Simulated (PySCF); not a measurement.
Compound: C10H16O.
Structure used (PBE0-D3(BJ)/def2-SVP), in Å, numbered top down from 1:
```
atom  x, y, z in Å
C1     2.564    0.920    1.225
O2     1.715    0.785    2.333
C3     0.702   -0.109    2.207
C4     0.527   -0.891    1.154
C5     0.015   -1.380    0.047
C6    -1.013   -0.610   -0.757
C7    -1.668    0.519    0.036
C8    -2.478   -0.007    1.228
C9    -2.531    0.878    2.471
C10   -1.201    1.185    3.169
C11   -0.249   -0.011    3.365
H12    3.350    1.633    1.506
H13    2.020    1.299    0.342
H14    3.018   -0.050    0.954
H15    0.293   -2.379   -0.318
H16   -0.544   -0.218   -1.677
H17   -1.784   -1.322   -1.102
H18   -2.313    1.112   -0.632
H19   -0.880    1.207    0.383
H20   -3.512   -0.206    0.900
H21   -2.077   -0.991    1.523
H22   -3.020    1.837    2.228
H23   -3.197    0.382    3.199
H24   -1.433    1.628    4.152
H25   -0.648    1.969    2.626
H26   -0.807   -0.951    3.484
H27    0.350    0.135    4.278
```

Method: PBE0-D3(BJ)/def2-SVP geometry optimisation, gas phase in PySCF.

Take the most abundant isotopes and a rigid rotor. The values belong to one conformer with, in the numbering `[CH3:1][O:2][C:3]1=[C:4]=[CH:5][CH2:6][CH2:7][CH2:8][CH2:9][CH2:10][CH2:11]1`, C1–O2–C3–C4 4°, C4–C5–C6–C7 -17°, C5–C6–C7–C8 -64°, C6–C7–C8–C9 147°, C7–C8–C9–C10 -61°.

(1) Give the principal moments of inertia and the rotational constants in MHz.

(2) What kind of rotor is it?

(3) Is it planar, by Δ = Ic − Ia − Ib?

(4) Give the other two planar moments, Paa and Pbb, and the rms extents of the mass along the axes.

(5) Predict some low-J microwave lines.

Answers

(1) Ia = 376.02, Ib = 484.74, Ic = 716.27 u·Å²; 505379 MHz·u·Å²/I gives A = 1344, B = 1043, C = 705.6 MHz.

(2) An asymmetric top: κ = (2 × 1043 − 1344 − 705.6)/(1344 − 705.6) = 0.06.

(3) Not planar: Δ = Ic − Ia − Ib = -144.49 u·Å². For a rigid frame Δ = −2 Σ m c², so Σ m c² = 72.25 u·Å² lies off the ab plane: 21.90 from hydrogen and 50.35 from heavier atoms. The atom farthest from that plane is 1.81 Å away.

(4) Paa = Σ m a² = (Ib + Ic − Ia)/2 = 412.50 and Pbb = Σ m b² = (Ia + Ic − Ib)/2 = 303.77 u·Å². With the mass M = 152.12 u, the rms extents √(P/M) along a, b and c are 1.65, 1.41, 0.69 Å.

(5) The dipole components are |μa| = 0.36 D, |μb| = 0.51 D, |μc| = 0.73 D. Intensities carry the squares of the components, which stand as 0.25 : 0.48 : 1.00 (a : b : c). Some lines, for components of 0.1 D or more:

| type | branch | J(Ka,Kc) | MHz | lower level (cm⁻¹) |
| --- | --- | --- | --- | --- |
| a | Q | 1(1,0) ← 1(1,1) | 337 | 0.068 |
| a | Q | 4(3,1) ← 4(3,2) | 344 | 0.735 |
| b | Q | 3(2,1) ← 3(1,2) | 1214 | 0.394 |
| b | Q | 4(2,2) ← 4(1,3) | 1761 | 0.633 |
| c | Q | 3(3,1) ← 3(2,1) | 1769 | 0.435 |
| b | Q | 3(3,1) ← 3(2,2) | 2437 | 0.413 |
| a | Q | 4(1,3) ← 4(1,4) | 3026 | 0.532 |
| b | R | 5(0,5) ← 4(1,4) | 7515 | 0.532 |
| c | R | 4(2,3) ← 3(1,3) | 9363 | 0.329 |
| c | R | 5(1,4) ← 4(0,4) | 11575 | 0.532 |
| b | R | 5(4,2) ← 4(3,1) | 11875 | 0.746 |
| b | R | 5(5,1) ← 4(4,0) | 12989 | 0.839 |

PBE0-D3(BJ)/def2-SVP frequencies: not computed here. Constants of a rigid frame at the computed geometry: no zero-point averaging, no centrifugal distortion. A rigid rotor knows nothing of internal rotation, which can split or shift real lines.
